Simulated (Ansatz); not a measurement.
Program: Ansatz. Geometries: PBE0-D4/def2-TZVP. ΔE: electronic, gas phase. CCSD(T)/CBS is the MP2 limit (def2-TZVPP, def2-QZVPP) plus CCSD(T) − MP2 in def2-TZVPP, frozen cores. DFT in def2-TZVPP. B3LYP here is the variant with VWN-RPA as its local correlation; programs differ in this. Each species was taken in one conformer, which may not be the lowest.

Consider the isomerisation: `CCCBO` → `[BH3-][O+]=C(C)C`.

`CCCBO`:

Cartesian coordinates in Å:
```
C -0.730 0.326 -1.793
C 0.069 -0.253 -0.637
C -0.210 0.429 0.696
B 0.570 -0.102 1.950
O 1.460 -1.121 1.892
H -1.803 0.236 -1.608
H -0.509 -0.183 -2.734
H -0.507 1.388 -1.926
H 1.138 -0.179 -0.873
H -0.152 -1.326 -0.556
H -0.012 1.508 0.617
H -1.284 0.380 0.929
H 0.410 0.379 3.038
H 1.561 -1.481 1.005
```

`[BH3-][O+]=C(C)C`:

Z-matrix (Å, degrees):
```
B
O 1 1.588
H 1 1.217 2 105.4
H 1 1.203 2 104.6 3 -120.8
H 1 1.217 2 105.4 3 118.3
C 2 1.233 1 124.1 3 -59.2
C 6 1.484 2 118.4 1 -180.0
C 6 1.477 2 121.3 1 0.0
H 7 1.094 6 109.4 2 -121.8
H 7 1.088 6 111.0 2 0.0
H 7 1.094 6 109.4 2 121.9
H 8 1.088 6 112.6 2 179.9
H 8 1.095 6 108.4 2 56.5
H 8 1.095 6 108.4 2 -56.6
```

(1) Is it downhill or uphill in electronic energy at CCSD(T)/CBS, and by how much? (Estimate.)

(2) What do these levels give: PBE-D4, r2SCAN-D4, B3LYP-D4, PBE, PBE0, MP2/def2-TZVPP, SCS-MP2/def2-TZVPP, CCSD/def2-TZVPP, CCSD(T)/def2-TZVPP, HF/def2-QZVPP, HF/CBS(def2), CCSD/CBS(def2)? (An estimate is asked.)

Largest T1 diagnostic among the species: 0.015.

Answers

(1) The calculation gave: Uphill: ΔE = +207.9 kJ/mol.

(2) Ansatz gave: PBE-D4 180.0, r2SCAN-D4 187.7, B3LYP-D4 188.3, PBE 181.4, PBE0 198.0, MP2/def2-TZVPP 210.7, SCS-MP2/def2-TZVPP 206.7, CCSD/def2-TZVPP 207.6, CCSD(T)/def2-TZVPP 201.5, HF/def2-QZVPP 210.8, HF/CBS(def2) 210.9, CCSD/CBS(def2) 214.1 kJ/mol.

From PBE to PBE0 (25 % exact exchange), in def2-TZVPP and without D4, ΔE moves by +16.6 kJ/mol.
